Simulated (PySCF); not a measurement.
# Reading the logs of faulty runs: BGeH5N cation

All numbers below are calculated, not measured. The program is PySCF 2.14.0, an open-source quantum chemistry code, run on an isolated molecule that a program drew, which may never have been made. The molecule is BGeH5N cation (charge +1, singlet), drawn as the SMILES string `[BH2][GeH+][NH2]`.

Each row is a Hartree-Fock (HF) and frozen-core CCSD(T) single point in the cc-pVDZ basis, meant for a local HF minimum. Run 1 is clean. Each other run has one planted mistake out of seven kinds, and not every kind appears here: one electron removed, one electron added, multiplicity raised by two, geometry at a saddle point, minimal basis STO-3G, one bond length entered in bohr, all coordinates scaled. The reference is restricted for singlets and unrestricted otherwise, and also for a bond in bohr. Adding or removing an electron swaps singlet and doublet. Electrons count all cores. HOMO and LUMO are orbital energies over both spins, the gradient is its largest component, and the lowest frequency (negative if imaginary) is given only where the gradient is small. Bond lengths are over the 7 bonds as drawn. T1 is the CCSD diagnostic: over 0.02 (restricted) or 0.045 (unrestricted) a single reference is doubtful. Germanium has the cc-pVDZ-PP basis, with a core potential (ECP10MDF) in place of its 10 inner electrons, and its 3s, 3p and 3d shells are frozen in CCSD(T).

Geometry of the clean run:
```xyz
8
BGeH5N cation, angstrom
B     0.6395   -1.3347    2.0587
Ge   -1.1949   -0.9773    1.1154
N    -1.3698   -1.0890   -0.6102
H     0.8686   -2.4482    2.4008
H     1.3602   -0.4050    2.2184
H    -2.5020   -0.6032    1.7811
H    -0.6236   -1.3249   -1.2402
H    -2.2423   -0.9209   -1.0813
```

```
run,electrons,basis functions,<S^2>,HOMO (eV),LUMO (eV),gradient (hartree/bohr),lowest frequency (cm^-1),mean bond (Å),longest bond (Å),T1,HF (hartree),CCSD(T) (hartree),mistake
1,48,76,0.000,-17.34,-4.21,2.0e-05,122,1.3900,2.093,0.0181,-375.15513,-375.53367,no fault
2,48,76,0.000,-17.72,-4.21,3.9e-02,-,1.3330,2.008,0.0157,-375.14190,-375.51358,all coordinates scaled
3,47,76,0.758,-23.07,-13.42,1.3e-01,-,1.3900,2.093,0.0147,-374.60870,-374.93377,one electron removed
4,48,76,0.702,-15.39,-4.60,2.2e-02,-,1.5409,2.243,0.0687,-375.03063,-375.40912,?
```

**Which mistake was planted in run 4, and what did it cost?**

The mean bond changes by a factor of 1.109 and the longest by 1.072, so the molecule wasn't scaled as a whole. A length L in bohr read as angstrom grows by (1/0.5292 - 1) L = 0.890 L. The 7 bonds together grew by 7 x 0.1509 = 1.056 Å, which gives L = 1.187 Å. That is the length of one of the B-H bonds, 1.187 Å in the clean geometry. So the mistake is: one bond length entered in bohr. Subtracting run 1 and multiplying by 627.51 kcal/mol a hartree, the energy moved by 78.1 kcal/mol in HF and 78.2 kcal/mol in CCSD(T).

Cautions from the logs. Run 4: T1 is over the limit, so its CCSD(T) energy is less reliable.
